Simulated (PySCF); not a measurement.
Simulated outer-valence photoelectron spectrum of ethyl bromide, `CCBr`. The calculation used EOM-IP-CCSD/aug-cc-pVDZ in PySCF, restricted Hartree–Fock reference, frozen core, non-relativistic, gas phase, PBE0-D3(BJ)/def2-SVP geometry.

Each root has a Gaussian of 0.4 eV full width with its one-hole share as area; cross sections and vibrations are left out, and the highest printed point is 100.

```json
{"ionisation energy (eV)": "9.8", "intensity": "3"}
{"ionisation energy (eV)": "10.0", "intensity": "35"}
{"ionisation energy (eV)": "10.2", "intensity": "100"}
{"ionisation energy (eV)": "10.4", "intensity": "73"}
{"ionisation energy (eV)": "10.6", "intensity": "13"}
{"ionisation energy (eV)": "10.8", "intensity": "1"}
{"ionisation energy (eV)": "11.0", "intensity": "0"}
{"ionisation energy (eV)": "11.2", "intensity": "0"}
{"ionisation energy (eV)": "11.4", "intensity": "0"}
{"ionisation energy (eV)": "11.6", "intensity": "0"}
{"ionisation energy (eV)": "11.8", "intensity": "0"}
{"ionisation energy (eV)": "12.0", "intensity": "1"}
{"ionisation energy (eV)": "12.2", "intensity": "16"}
{"ionisation energy (eV)": "12.4", "intensity": "49"}
{"ionisation energy (eV)": "12.6", "intensity": "38"}
{"ionisation energy (eV)": "12.8", "intensity": "8"}
{"ionisation energy (eV)": "13.0", "intensity": "11"}
{"ionisation energy (eV)": "13.2", "intensity": "43"}
{"ionisation energy (eV)": "13.4", "intensity": "45"}
{"ionisation energy (eV)": "13.6", "intensity": "17"}
{"ionisation energy (eV)": "13.8", "intensity": "34"}
{"ionisation energy (eV)": "14.0", "intensity": "51"}
{"ionisation energy (eV)": "14.2", "intensity": "19"}
{"ionisation energy (eV)": "14.4", "intensity": "2"}
{"ionisation energy (eV)": "14.6", "intensity": "0"}
{"ionisation energy (eV)": "14.8", "intensity": "1"}
{"ionisation energy (eV)": "15.0", "intensity": "9"}
{"ionisation energy (eV)": "15.2", "intensity": "41"}
{"ionisation energy (eV)": "15.4", "intensity": "46"}
{"ionisation energy (eV)": "15.6", "intensity": "13"}
{"ionisation energy (eV)": "15.8", "intensity": "6"}
{"ionisation energy (eV)": "16.0", "intensity": "32"}
{"ionisation energy (eV)": "16.2", "intensity": "51"}
{"ionisation energy (eV)": "16.4", "intensity": "20"}
{"ionisation energy (eV)": "16.6", "intensity": "2"}
```

Where are the maxima, and how many lines lie under the curve?

6 maxima, at 10.3, 12.5, 13.3, 14.0, 15.3 and 16.2 eV, from 7 lines. At this width some lines have no maximum of their own.

List the lines with their holes.

| E (eV) | leading hole (HF orbital) | area | Koopmans (eV) |
| --- | --- | --- | --- |
| 10.24 | HOMO | 0.96 | 10.81 |
| 10.26 | HOMO-1 | 0.96 | 10.85 |
| 12.46 | HOMO-2 | 0.96 | 12.95 |
| 13.31 | HOMO-3 | 0.96 | 14.24 |
| 13.96 | HOMO-4 | 0.95 | 15.17 |
| 15.32 | HOMO-5 | 0.95 | 16.37 |
| 16.17 | HOMO-6 | 0.94 | 17.53 |

The widest gap, 2.20 eV, lies between 10.26 and 12.46 eV. Only orbitals with −ε under 21 eV, eight at most, were ionised, so the high end of the curve may lack lines.
